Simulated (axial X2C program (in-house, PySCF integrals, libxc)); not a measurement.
PbBr: properties at the nuclei

Computed with an axial X2C code built on PySCF integrals: two-component X2C with atomic mean-field Coulomb and Gaunt terms, Gaussian nuclei, basis Pb dyall-cv3z, Br dyall-cv3z with contracted cores.

R = 2.628 Å (near the PBE0 minimum at charge 0 of the determinant lowest at the starting distance; the state shown can have its own minimum elsewhere).

Determinant lowest in the PBE0 search, Ω = 1/2 (⟨Sz⟩ = -0.45, ⟨Lz⟩ = 0.95 at PBE0), spin on the atoms Pb -0.46, Br 0.01:

```json
{"level": "PBE0", "Eeff magnitude (GV/cm)": "37.8", "Ws magnitude Pb (kHz)": "88.4", "A∥/gI Pb (MHz)": "8970", "qzz Pb (a.u.)": "-0.20", "A∥/gI Br (MHz)": "233", "qzz Br (a.u.)": "2.95", "μ (D)": "-3.72"}
{"level": "HF", "Eeff magnitude (GV/cm)": "47.3", "Ws magnitude Pb (kHz)": "112", "A∥/gI Pb (MHz)": "9860", "qzz Pb (a.u.)": "-0.09", "A∥/gI Br (MHz)": "173", "qzz Br (a.u.)": "2.86", "μ (D)": "-4.34"}
{"level": "PBE", "Eeff magnitude (GV/cm)": "32.9", "Ws magnitude Pb (kHz)": "76.5", "A∥/gI Pb (MHz)": "8410", "qzz Pb (a.u.)": "-0.19", "A∥/gI Br (MHz)": "276", "qzz Br (a.u.)": "2.80", "μ (D)": "-3.35"}
{"level": "B3LYP", "Eeff magnitude (GV/cm)": "39.2", "Ws magnitude Pb (kHz)": "91.5", "A∥/gI Pb (MHz)": "8440", "qzz Pb (a.u.)": "-0.16", "A∥/gI Br (MHz)": "242", "qzz Br (a.u.)": "2.84", "μ (D)": "-3.64"}
{"level": "PBE50", "Eeff magnitude (GV/cm)": "42.9", "Ws magnitude Pb (kHz)": "101", "A∥/gI Pb (MHz)": "9440", "qzz Pb (a.u.)": "-0.13", "A∥/gI Br (MHz)": "201", "qzz Br (a.u.)": "3.02", "μ (D)": "-4.02"}
```

Determinant 1.05 eV from it at PBE0 and this distance, Ω = 3/2 (⟨Sz⟩ = 0.51, ⟨Lz⟩ = 0.99 at PBE0), spin on the atoms Pb 0.51, Br 0.00:

```csv
level,Eeff magnitude (GV/cm),Ws magnitude Pb (kHz),A∥/gI Pb (MHz),qzz Pb (a.u.),A∥/gI Br (MHz),qzz Br (a.u.),μ (D)
PBE0,11.3,8.96,43.7,-3.06,54.7,3.30,-3.01
HF,43.1,34.3,-319,-3.45,37.9,3.32,-3.66
PBE,7.08,5.64,116,-2.80,64.9,3.10,-2.63
B3LYP,7.87,6.36,245,-2.91,55.6,3.22,-2.92
PBE50,16.9,13.4,-16,-3.20,46.4,3.43,-3.33
```

Eeff is the effective electric field on the electron electric dipole moment in this Ω state and Ws the scalar–pseudoscalar constant of the nucleus named (defined with the proton number Z and per Ω); A∥ (defined per Ω) follows by multiplying with gI = μI/(I μN); qzz is the electric field gradient, eQq0 = 234.96 MHz × Q/barn × qzz; μ is positive if the Br end (last atom) is positive. The operators were transformed with the bare-nucleus X2C matrices; with these basis sets, hyperfine constants and field gradients can be off by tens of per cent, and where levels differ in sign neither size nor sign is settled.

Task: With gI(207Pb) = 1.1851, gI(79Br) = 1.4043, Q(79Br) = 0.3087 barn (g factors from the IAEA table of nuclear moments by Stone; Q from Pyykkö, Mol. Phys. 2018), turn the PBE0 values of the first state into constants in MHz.

Result: A∥(207Pb) = 8970 × 1.1851 = 10600 MHz; A∥(79Br) = 233 × 1.4043 = 327 MHz; eQq0(79Br) = 234.96 × (0.3087) × (2.95) = 214 MHz.

Each state is one determinant with collinear spin. Unrestricted Hartree–Fock can overshoot spin polarisation at the nuclei. Where Eeff spreads by more than a factor of two the levels disagree and none is to be relied on. The search compared states at one distance, so a state with another bond length can lie lower. Where a field gradient or hyperfine factor spreads by more than a factor of two over the levels, a constant derived from it is not to be relied on. PBE0 term energies can be off by some tenths of an eV.
